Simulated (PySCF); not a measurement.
Al(Me)(OH) (CH₄AlO), SMILES [CH3][Al+][OH], charge +1. Coordinates come from a TPSSh-D3(BJ)/def2-TZVP optimisation. The multiplicity is an assumed one; other spin states were not compared. The isomer is the one that the SMILES or the coordinates give; other isomers of the formula were not compared. One conformer was computed; it need not be the lowest.

Level of theory: TPSSh-D3(BJ)/def2-TZVP (PySCF).

Harmonic wavenumbers (cm⁻¹): 116, 116, 197, 197, 593, 742, 742, 1092, 1233, 1435, 1435, 3032, 3126, 3126, 3942. Rotational constants (GHz): 157.0, 4.642, 4.642; symmetry number 3.

Question: Work out the zero-point energy and the ideal-gas rigid-rotor harmonic-oscillator thermochemistry at 298.15 K and 1 atm.

Answer: ZPE = ½ Σ hcν = ½ × 21121 cm⁻¹ = 30.19 kcal/mol. H − E(el) = 34.42 kcal/mol. Entropy in cal/(mol K): translation 38.15, rotation 19.90, vibration 11.76, total 69.80. G − E(el) = 13.60 kcal/mol. Cp = 18.72 cal/(mol K). Modes under 150 cm⁻¹ make the vibrational entropy uncertain.
